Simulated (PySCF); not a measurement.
## How methods differ on the excitation energy of N⁺

N⁺ [He] 2s2 2p2 (3P) → N⁺ [He] 2s1 2p3 (5S), as a difference of total energies. Calculation: PySCF 2.14, in aug-cc-pVDZ (4s3p2d, 23 functions); no relativity, point nucleus. Correlated levels: valence: 1s2 frozen. The calculations carry no spin-orbit coupling.

```
           method  excitation energy (eV)  error (eV)
              UHF                   4.090      -1.700
              LDA                   5.735      -0.055
              PBE                   5.838      +0.048
             PBE0                   5.694      -0.096
           r2SCAN                   5.121      -0.669
            TPSSh                   6.068      +0.278
          LC-wPBE                   5.736      -0.054
        BHandHLYP                   6.489      +0.699
            M06-L                   5.600      -0.190
    MP2 (valence)                   5.084      -0.706
SCS-MP2 (valence)                   5.507      -0.283
```

Reference: 5.790 eV (measured; NIST levels, between the centres of gravity of the two terms).

Errors of the correlated levels include the incompleteness of this basis and the frozen core.
